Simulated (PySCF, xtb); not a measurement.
HSe, SMILES [SeH] (connectivity only; charge and spin as stated), charge -1, multiplicity 1. Atoms are numbered in the order given.

```xyz
2

Se     0.0000     0.0000    -0.0421
H      0.0000     0.0000     1.4313
```
Charge -1, spin multiplicity 1.

The structure is a stationary point at PBE0-D3(BJ)/def2-TZVPD. The spin state was assumed, not searched.

Calculation: C-PCM-M06-2X/def2-TZVPD in PySCF.

The values are the electrostatic part of the solvation free energy, E(continuum) − E(gas) at the gas-phase geometry, in a cavity of scaled van der Waals radii (PySCF's table); cavitation and dispersion terms are not included. In vacuum the orbital gap is 5.60 eV.

```csv
solvent,ε,ΔG(elec) (kcal/mol),gap (eV)
water,78.36,-64.1,7.51
ethanol,24.85,-62.2,7.48
diethylether,4.24,…,…
```

Task: Fill in the missing entries. (An estimate is asked for; the answer gives what the named calculation found.)

Result: 
- diethylether, ΔG(elec) (kcal/mol): -49.3
- diethylether, gap (eV): 7.12

For comparison, GFN2-xTB/ALPB(water) (xtb, at the GFN2-xTB geometry, all terms of that model) gives -77.5 kcal/mol.
